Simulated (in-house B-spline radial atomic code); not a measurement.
The cobalt ion Co²⁺: [Ne] 3s2 3p5 3d7 4p1 (an excited or competing configuration)

Method: non-relativistic B3LYP, spin-polarised, spherical fractional occupations, exact exchange averaged over the configuration, point nucleus. Calculated with an all-electron radial atomic-structure program (B-spline basis).

Screening seen three ways: the hydrogenic charge with the same mean radius, Z_r = [3n² - l(l+1)]/(2<r>), the one with the same energy, Z_e = n√(-2ε), and Slater's rules. Values are occupation-weighted means over spin.

```csv
shell,electrons,ε (eV),<r> (bohr),Z_r,Z_e,Slater
1s,2,-7587.1,0.0569,26.36,23.61,26.70
2s,2,-926.44,0.2584,23.22,16.50,22.85
2p,6,-808.13,0.226,22.12,15.41,22.85
3s,2,-132.55,0.7771,17.37,9.36,16.10
3p,5,-97.464,0.808,15.47,8.03,16.10
3d,7,-38.753,0.9369,11.21,5.06,7.90
4p,1,-18.51,2.699,8.52,4.67,5.10
```

The least bound orbital is 4p up at -18.51 eV, and it is also the most diffuse (<r> = 2.699 bohr).
